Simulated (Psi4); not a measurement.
C2H6N (SMILES C[CH]N), doublet, geometry from GFN2-xTB. Base run: CCSD/def2-SV(P) run with Psi4.

Here is a job for Psi4.
```
memory 2 GB

molecule mol {
0 2
  C     1.231296   -0.256698   -0.096553
  C    -0.057991    0.173937    0.499408
  N    -1.201007    0.149662   -0.310170
  H     1.647232    0.488635   -0.788645
  H     1.968133   -0.422047    0.687336
  H     1.103384   -1.183652   -0.657212
  H    -0.055250    0.947582    1.249310
  H    -2.066681    0.263625    0.198966
  H    -1.229596   -0.645216   -0.935699
}

set basis def2-sv(p)
set reference uhf

energy('ccsd')
print_variables()
```

Q: The base was run again with changes. Order these runs by total energy, lowest first: method = lccd | method = mp2 | method = mp3 | puream = off | method = scs-mp2 | freeze_core = on.

A: puream = off (ΔE vs base (kcal/mol) -16.18), method = lccd (ΔE vs base (kcal/mol) -3.55), freeze_core = on (ΔE vs base (kcal/mol) 4.23), method = mp3 (ΔE vs base (kcal/mol) 5.95), method = mp2 (ΔE vs base (kcal/mol) 25.04), method = scs-mp2 (ΔE vs base (kcal/mol) 27.73)

Open shells are given as the SCF converged; they aren't shown to be the lowest states, and a large step between rows can be another state.
